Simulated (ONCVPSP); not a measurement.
## An all-electron radial function and its pseudo partner (Al)

Columns: radius, all-electron u(r) and pseudo u(r) of the 3s shell (level -14.81 eV) of aluminium in the configuration [Ne] 3s2; PBE, scalar-relativistic, ONCV scheme, ONCVPSP 4.0.1.

| r (bohr) | all-electron | pseudo |
| --- | --- | --- |
| 0.108 | 0.1143 | 0.0296 |
| 0.215 | -0.1179 | 0.0588 |
| 0.322 | -0.2770 | 0.0885 |
| 0.430 | -0.3183 | 0.1207 |
| 0.538 | -0.2710 | 0.1568 |
| 0.645 | -0.1737 | 0.1974 |
| 0.752 | -0.0532 | 0.2425 |
| 0.860 | 0.0740 | 0.2908 |
| 0.968 | 0.1963 | 0.3402 |
| 1.075 | 0.3064 | 0.3891 |
| 1.182 | 0.4027 | 0.4381 |
| 1.290 | 0.4850 | 0.4881 |
| 1.398 | 0.5524 | 0.5385 |
| 1.505 | 0.6055 | 0.5871 |
| 1.612 | 0.6463 | 0.6311 |
| 1.720 | 0.6761 | 0.6670 |
| 1.828 | 0.6954 | 0.6916 |
| 1.935 | 0.7054 | 0.7044 |
| 2.042 | 0.7073 | 0.7072 |
| 2.150 | 0.7021 | 0.7021 |
| 2.258 | 0.6910 | 0.6910 |
| 2.365 | 0.6751 | 0.6751 |
| 2.472 | 0.6553 | 0.6553 |
| 2.580 | 0.6322 | 0.6322 |
| 2.688 | 0.6067 | 0.6067 |
| 2.795 | 0.5799 | 0.5799 |

How many radial nodes do the two functions have?

The all-electron 3s function has n − l − 1 = 2; the pseudo-wave has 0, since the states of the same l below it are removed with the core.

At about which radius was the pseudo-wave matched?

2.15 bohr. The columns agree to 0.0005 from 2.04 bohr on; several derivatives are matched, so the curves merge somewhat inside the radius.

Is the pseudo-wave norm-conserving?

Yes: the ONCV scheme keeps the norm inside the radius equal to the all-electron one, which fixes the energy derivative of the logarithmic derivative at the level.
